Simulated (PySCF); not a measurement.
**NbH₆⁻: from structure and modes to constants**

Level of theory: PBE0 in PySCF with Nb def2-TZVPD with ECP28, H def2-TZVPD; scalar-relativistic core potentials, no spin–orbit coupling; density-fitted integrals.

The singlet minimum has C3v symmetry. Masses (u): Nb 92.90638, H 1.00782.

```xyz
7
charge -1 multiplicity 1, angstrom
Nb    0.0000    0.0000   -0.0223
H     1.0909    0.0000    1.3416
H    -0.5454    0.9447    1.3416
H    -0.5454   -0.9447    1.3416
H     1.7096    0.0000   -0.6549
H    -0.8548    1.4806   -0.6549
H    -0.8548   -1.4806   -0.6549
```

Harmonic wavenumbers (cm⁻¹): 504.0 (e, ×2), 614.2 (a1, ×1), 687.0 (a2, ×1), 698.4 (e, ×2), 796.5 (e, ×2), 968.4 (a1, ×1), 1585.3 (e, ×2), 1643.5 (a1, ×1), 1747.6 (e, ×2), 1833.3 (a1, ×1).

(1) Find the principal moments of inertia and the rotational constants. What kind of rotor is it?

(2) Find the vibrational entropy and heat capacity at 298.15 K.

(3) Give the standard entropy (298.15 K, 1 bar) by its translational, rotational, vibrational and spin parts, and Cp.

Answers

(1) About the centre of mass I = 12.435, 13.002, 13.002 u Å². With B = 16.8576/I this gives 1.356, 1.297, 1.297 cm⁻¹. The molecule is a prolate symmetric top.

(2) With u = 1.43878 ω/T, each mode gives S = R[u/(eᵘ−1) − ln(1−e⁻ᵘ)] and C = R u² eᵘ/(eᵘ−1)².
```tsv
ω (cm⁻¹)	u	S (J/(mol K))	C (J/(mol K))
504.0 (×2)	2.432	2.71	5.19
614.2	2.964	1.78	4.19
687.0	3.315	1.35	3.57
698.4 (×2)	3.370	1.29	3.48
796.5 (×2)	3.843	0.88	2.75
968.4	4.673	0.44	1.73
1585.3 (×2)	7.650	0.03	0.23
1643.5	7.931	0.03	0.19
1747.6 (×2)	8.433	0.02	0.13
1833.3	8.847	0.01	0.09
```
The sums over all modes are S = 13.5 and C = 33.3 J/(mol K); the softest mode gives 20 % of the entropy (each member, where degenerate).

(3) Sackur–Tetrode with M = 98.95 u gives 166.2; rotation with symmetry number 3 gives 71.2; vibration 13.5; spin R ln 1 = 0.0. The total is 250.8 J/(mol K), and Cp = 4 R + 33.3 = 66.6 J/(mol K).

This need not be the most stable arrangement of these atoms. The lowest empty level of this anion is unbound, so it and the gap depend on the basis.
